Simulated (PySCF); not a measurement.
**Cost of excited-state runs on `Brc1ccc[cH-]1`, [C5H4Br]-, charge -1**

Molfile (atoms numbered from 1):
```
C5H4Br
     RDKit          3D

 10 10  0  0  0  0  0  0  0  0999 V2000
    2.5631   -0.3259   -0.1008 Br  0  0  0  0  0  0  0  0  0  0  0  0
    0.6634   -0.2263    0.0362 C   0  0  0  0  0  0  0  0  0  0  0  0
   -0.1681   -1.3036    0.3589 C   0  0  0  0  0  0  0  0  0  0  0  0
   -1.4821   -0.7984    0.3516 C   0  0  0  0  0  0  0  0  0  0  0  0
   -1.4336    0.5683    0.0272 C   0  0  0  0  0  0  0  0  0  0  0  0
   -0.0889    0.9341   -0.1722 C   0  0  0  0  0  0  0  0  0  0  0  0
    0.1488   -2.3160    0.5693 H   0  0  0  0  0  0  0  0  0  0  0  0
   -2.3771   -1.3731    0.5619 H   0  0  0  0  0  0  0  0  0  0  0  0
   -2.2847    1.2348   -0.0570 H   0  0  0  0  0  0  0  0  0  0  0  0
    0.2984    1.9095   -0.4334 H   0  0  0  0  0  0  0  0  0  0  0  0
  1  2  1  0
  2  3  2  0
  3  4  1  0
  4  5  2  0
  5  6  1  0
  6  2  1  0
  3  7  1  0
  4  8  1  0
  5  9  1  0
  6 10  1  0
M  CHG  1   6  -1
M  END
```

PySCF with density fitting, on 1 thread of an Arm Neoverse V2, shared host. Command: `OMP_NUM_THREADS=1 python excited_run.py task.json out`

Question: How long does each of these runs take, and how much memory?
- first hyperpolarisability, CAM-B3LYP/def2-TZVPD; usual settings
- excited states, CAM-B3LYP/def2-TZVPD; Tamm-Dancoff; spin-orbit couplings; 6 states; 5 triplets; quadratic response for 4 states
- excited states, CAM-B3LYP/def2-TZVPD; two-photon moments; 8 states; quadratic response for 6 states; 0 triplets

Answer: 
| run | level | basis functions | wall time | peak memory (GiB) |
| --- | --- | --- | --- | --- |
| first hyperpolarisability | CAM-B3LYP/def2-TZVPD | 278 | 48 s | 1.2 |
| excited states | CAM-B3LYP/def2-TZVPD | 278 | 50 s | 1.2 |
| excited states | CAM-B3LYP/def2-TZVPD | 278 | 58 s | 1.2 |

Times from a shared host are rough.
